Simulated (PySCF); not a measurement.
Job file and geometry (Å, from GFN2-xTB) of an NMR shielding run on SMILES FC/C(F)=C1\BC=CCO1, C$_{6}$H$_{7}$BF$_{2}$O, PySCF 2.14.0, density-fitted response routines, GIAO PBE0/pcSseg-1 NMR shielding, non-relativistic, gas phase; density fitting, a coarse starting grid and PySCF grid level 2 are the driver's defaults:

```
$ OMP_NUM_THREADS=1 python probes_run.py task.json out

{"job": {"kind": "nmr", "xc": "PBE0", "basis": "pcSseg-1"}, "charge": 0, "multiplicity": 1}
F     -2.809939    -1.125742     0.990050
C     -2.830403    -0.261564    -0.082958
C     -1.660999     0.670953    -0.057821
F     -2.039963     1.975829    -0.036393
C     -0.350166     0.345522    -0.051247
B      0.157037    -1.113152    -0.159987
C      1.684624    -1.248248    -0.242802
C      2.443017    -0.167520    -0.026571
C      1.878998     1.180370     0.273253
O      0.524295     1.403030    -0.043128
H     -2.847328    -0.888152    -0.981075
H     -3.756311     0.317020    -0.005548
H     -0.572100    -2.020155    -0.198900
H      2.182102    -2.188502    -0.440336
H      3.525882    -0.201493    -0.019042
H      2.031552     1.382857     1.349660
H      2.432705     1.950980    -0.277065
```

Question: Write the output of this run.

Answer: 
```
coarse grid: 15200 points
cycle   1  E = -531.7066876410  dE =  1.557e+00  |g| = 8.020e-01  |ddm| = 3.779e+00
cycle   2  E = -531.4994512211  dE =  2.072e-01  |g| = 1.324e+00  |ddm| = 1.637e+00
cycle   3  E = -531.8208079354  dE = -3.214e-01  |g| = 1.711e-01  |ddm| = 1.115e+00
cycle   4  E = -531.8261263787  dE = -5.318e-03  |g| = 8.376e-02  |ddm| = 2.176e-01
cycle   5  E = -531.8274976270  dE = -1.371e-03  |g| = 2.010e-02  |ddm| = 8.275e-02
cycle   6  E = -531.8275844340  dE = -8.681e-05  |g| = 7.115e-03  |ddm| = 2.434e-02
cycle   7  E = -531.8275950676  dE = -1.063e-05  |g| = 1.692e-03  |ddm| = 6.958e-03
cycle   8  E = -531.8275955846  dE = -5.170e-07  |g| = 4.057e-04  |ddm| = 1.615e-03
final grid: 150480 points
cycle   9  E = -531.9092549606  dE = -4.721e-05  |g| = 1.267e-02  |ddm| = 3.973e-02
cycle  10  E = -531.9092156234  dE =  3.934e-05  |g| = 1.977e-02  |ddm| = 2.289e-02
cycle  11  E = -531.9092854091  dE = -6.979e-05  |g| = 1.936e-03  |ddm| = 1.437e-02
cycle  12  E = -531.9092862391  dE = -8.300e-07  |g| = 5.303e-04  |ddm| = 2.112e-03
cycle  13  E = -531.9092862964  dE = -5.728e-08  |g| = 2.267e-04  |ddm| = 7.026e-04
cycle  14  E = -531.9092863080  dE = -1.160e-08  |g| = 4.283e-05  |ddm| = 2.199e-04
cycle  15  E = -531.9092863083  dE = -3.145e-10  |g| = 1.768e-05  |ddm| = 4.622e-05
converged SCF energy = -531.9092863083

GIAO shielding tensors (ppm)
atom      isotropic    diamagn.    paramagn.     s11        s22        s33       span
  0 F      400.017     475.709     -75.692    341.216    384.078    474.758    133.542
  1 C      103.434     241.756    -138.322     74.517     87.018    148.767     74.251
  2 C       14.796     250.255    -235.458    -61.909     35.439     70.860    132.769
  3 F      264.855     472.989    -208.134    197.553    225.293    371.720    174.168
  4 C       30.278     258.596    -228.318    -39.403     15.374    114.862    154.265
  5 B       50.093     192.101    -142.007      3.572     13.588    133.120    129.548
  6 C       49.293     256.892    -207.599    -71.534     26.312    193.101    264.635
  7 C       20.529     258.406    -237.877   -107.186     18.058    150.714    257.900
  8 C      113.801     242.122    -128.321     90.391    104.084    146.928     56.536
  9 O      247.422     397.497    -150.075    142.338    255.841    344.086    201.748
 10 H       26.022      28.103      -2.081     22.875     26.019     29.173      6.298
 11 H       26.385      26.003       0.382     22.478     26.696     29.981      7.503
 12 H       25.393      31.259      -5.866     21.273     25.742     29.164      7.891
 13 H       24.641      30.068      -5.427     22.249     24.525     27.150      4.901
 14 H       24.282      28.935      -4.653     22.303     23.645     26.899      4.596
 15 H       26.535      28.368      -1.832     22.082     25.959     31.565      9.483
 16 H       26.551      27.988      -1.438     22.041     25.930     31.682      9.641
```

Size and cost of the density-fitted run: 205 basis functions, 81 s wall time on 1 thread of an Arm Neoverse N1, shared host; peak memory 0.9 GiB.
